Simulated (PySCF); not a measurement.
## Identify the compound

Molecular formula: C₅H₁₁PSi. Simulated spectra:

1H NMR (400 MHz, computed): δ 3.87 (m, 3H), 2.51 (m, 6H), 0.15 (m, 2H).

13C{1H} NMR (computed): δ 134.0 (C, 2C), 17.8 (CH2), 15.0 (CH3, 2C).

[PySCF: geometry: GFN2-xTB; shielding tensors at PBE0/pcSseg-1 (GIAO); relativity neglected; fast rotation and ring inversion assumed for equivalent nuclei; single conformer; no solvent]

Referencing at the same level of theory: TMS for 1H (σ = 31.72 ppm) and 13C (σ = 186.93 ppm).

Task: What is the structure?

Result: 
3 carbon signals for 5 carbons: some carbons are equivalent by symmetry or fast rotation. Carbon types of the structure: 2 × C, 1 × CH2, 2 × CH3, leaving 3 H on heteroatoms. δC 134.0: fully substituted alkene carbon; the olefinic region. δC 17.8: sp3 CH2 bonded to P and Si. δC 15.0: allylic methyl carbon; a saturated carbon with 1 carbon neighbour and no heteroatom attached. δH 3.87: hydrogen on a silicon bonded to C. δH 2.51: hydrogen on an allylic methyl carbon; allylic position. δH 0.15: hydrogen on an sp3 CH2 bonded to P and Si; an electropositive neighbour shields it, as in TMS itself.

The compound is SMILES [SiH3]CP1C(C)=C1C.

This is the structure that produced the data.

Splittings by 31P in the carbon and heteronuclear signals aren't shown, as no couplings were computed. Shifts are as computed. Against solution values, carbons near 30 ppm lie about +3 ppm off and those near 130 ppm about +5 ppm. Of 1211 compounds with measured shifts, 218 miss one by over three times the rms of a fit or turn the order of signals round; such compounds aren't used in these exercises. Multiplicities follow the n + 1 count of equivalent neighbours, as no J values were calculated; m marks all less simple cases, F and P coupling included.
